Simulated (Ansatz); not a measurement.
The first iterations of a band of CH$_{5}$GaSeSi (9 atoms, charge 0, multiplicity 1).

All numbers below come from RKS B3LYP/def2-SVP in Ansatz 0.2.0.

* movable images: 7
* climbing image: yes
* spring: 5.0 eV/Å²
* optimiser: quadratic models (default)
* start path: through a guess of the saddle point
* force threshold: 0.2 eV/Å
* iteration limit: 41
* end points: relaxed

Image 0:

```xyz
9
Properties=species:S:1:pos:R:3
Si -0.247 1.168 -0.740
C -0.438 -0.549 -0.018
Ga 0.643 -1.250 1.452
Se 0.968 -1.949 -0.719
H -0.394 1.171 -2.227
H -1.288 2.074 -0.161
H 1.100 1.714 -0.397
H -1.449 -0.972 -0.103
H 1.107 -1.405 2.913
```

Image 8:

```xyz
9
Properties=species:S:1:pos:R:3
Si -0.198 1.102 -0.704
C -0.422 -0.517 0.220
Ga -0.060 -0.526 2.286
Se 0.978 -1.854 -0.202
H -0.036 0.942 -2.181
H -1.396 1.968 -0.462
H 1.009 1.819 -0.190
H -1.405 -0.980 0.034
H 1.531 -1.954 1.200
```

| iteration | highest image above the first end (eV) | largest band force component (eV/Å) |
| --- | --- | --- |
| 1 | 2.032 | 4.914 |
| 2 | 1.005 | 1.769 |

Question: Does the band converge within its limit, and where does its top end?

Answer: The run converged. It ended after 6 iterations with the highest image 0.700 eV above the first end. The threshold of 0.2 eV/Å is loose, so the images may lie well off the minimum-energy path. The order of the stationary point at the top wasn't checked. The orbitals stay closed-shell, which can raise the energy where a bond breaks towards radicals; this wasn't checked here.

Time of the run: 4.1 min on 2 threads of Intel(R) Xeon(R) Platinum 8375C CPU @ 2.90GHz (Ice Lake) (shared host), peak memory 0.36 GiB.
